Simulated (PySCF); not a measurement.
## 19F chemical shifts

[PySCF 2.14: σ from GIAO-PBE0/pcSseg-1; structure optimised with GFN2-xTB; non-relativistic Hamiltonian; averaged over atoms made equivalent by symmetry, fast rotation or ring inversion; one conformer; isolated molecule]

Shieldings were converted by a linear fit to measured shifts: 19F (scatter 6.0 ppm rms, 7.0 ppm with the 5 outliers that the fit left out vs CFCl3, solution or neat liquid, with a term for F on sp3 carbon). A few per cent of atoms miss by over 2 rms, more outside the fitted compound classes.

Task: Give the 19F shifts of `F[C@@H](C[SiH3])C(F)(F)F`, `C#CCP[P@](C)(=S)C(F)(F)F`, `FC1=C(F)P1(=S)CC(F)(F)F`.

Result: 
```
                                                               compound                             environment  δ (ppm)
                 [F:1][C@@H:2]([CH2:3][SiH3:4])[C:5]([F:6])([F:7])[F:8]    F6/7/8: fluorine of a CF3 group (×3)    -82.8
                 [F:1][C@@H:2]([CH2:3][SiH3:4])[C:5]([F:6])([F:7])[F:8]           F1: fluorine on an sp3 carbon   -195.8
                                               C#CCP[P@](C)(=S)C(F)(F)F            fluorine of a CF3 group (×3)    -68.3
[F:1][C:2]1=[C:3]([F:4])[P:5]1(=[S:6])[CH2:7][C:8]([F:9])([F:10])[F:11]  F9/10/11: fluorine of a CF3 group (×3)    -55.3
[F:1][C:2]1=[C:3]([F:4])[P:5]1(=[S:6])[CH2:7][C:8]([F:9])([F:10])[F:11]             F1/4: vinylic fluorine (×2)   -103.7
```

Task: Order these by 19F shift, lowest first.
A. C=C=C(C(F)(F)F)C(F)(F)F
B. C=CC(=C)C(=C)[SiH2]CF
C. C#CC1=C(F)C(=O)OC1
D. CC[C@@H]1CO[C@@H](F)O1
E. COC(=O)c1cpcpc1F

Result: B (-266.4 ppm, fluorine on an sp3 carbon), C (-127.2 ppm, vinylic fluorine), D (-81.2 ppm, fluorine on an sp3 carbon), E (-72.1 ppm, aryl fluorine), A (-60.6 ppm, fluorine of a CF3 group).
